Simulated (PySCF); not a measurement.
Species: 4-chloronortricyclene, C₇H₉Cl.
Structure used (PBE0-D3(BJ)/def2-SVP), in Å, numbered top down from 1:
```
atom  x, y, z in Å
Cl1   -1.0394    1.8133   -3.2211
C2    -0.6574    0.9776   -1.7077
C3    -0.6653   -0.5545   -1.7711
C4    -0.3000   -0.7796   -0.3172
C5    -0.8893    0.3715    0.4667
C6    -1.5975    1.2663   -0.5310
C7     0.5777    0.3793    0.0993
C8     0.7231    1.2786   -1.1119
H9     0.0827   -0.9394   -2.4810
H10   -1.6560   -0.9481   -2.0453
H11   -0.1859   -1.7741    0.1164
H12   -1.2246    0.2549    1.4982
H13   -1.5917    2.3314   -0.2537
H14   -2.6315    0.9573   -0.7475
H15    1.3609    0.2685    0.8506
H16    1.5362    0.9797   -1.7910
H17    0.8378    2.3444   -0.8619
```

Level of theory: PySCF 2.14.0, density-fitted response routines, TDDFT PBE0/def2-SVPD, vertical, gas phase, core orbitals frozen in the response.

Ground-to-excited transition dipoles (e·a0, same axes as the geometry; the sign carries no meaning), for the states with f of 0.002 or more among the lowest 6:

```tsv
state	E (eV)	μx	μy	μz
S5	7.897	-0.442	-0.168	0.019
S6	7.897	0.134	-0.381	-0.244
```

Work out the oscillator strengths.

f = (2/3) ΔE |μ|² with ΔE in hartree (27.2114 eV).

```tsv
state	|μ|² (au)	|μ| (D)	f
S5	0.224	1.20	0.043
S6	0.223	1.20	0.043
```

Label these states by symmetry in C3v.

Polarised across the main axis, so E: S5 and S6.

How is the summed strength of these states shared among x, y and z?

(2/3) Σ ΔE μα² gives 0.041 for x, 0.034 for y and 0.012 for z, 0.086 in all.

What peak molar absorption coefficient would the strongest computed level give as a lone Gaussian band 0.3 eV wide at half height?

ε(max) = 2.175×10⁸ f / FWHM, with the width in cm⁻¹. S5/S6 (f summed): 2.175×10⁸ × 0.0865 / 2420 ≈ 7800 L mol⁻¹ cm⁻¹.

S5/S6 coincide within about 0.01 eV; within a degenerate level the directions of the single components are arbitrary.

Without π bonds the low states may be Rydberg-like; a valence basis with one diffuse set may place them up to an eV too high.
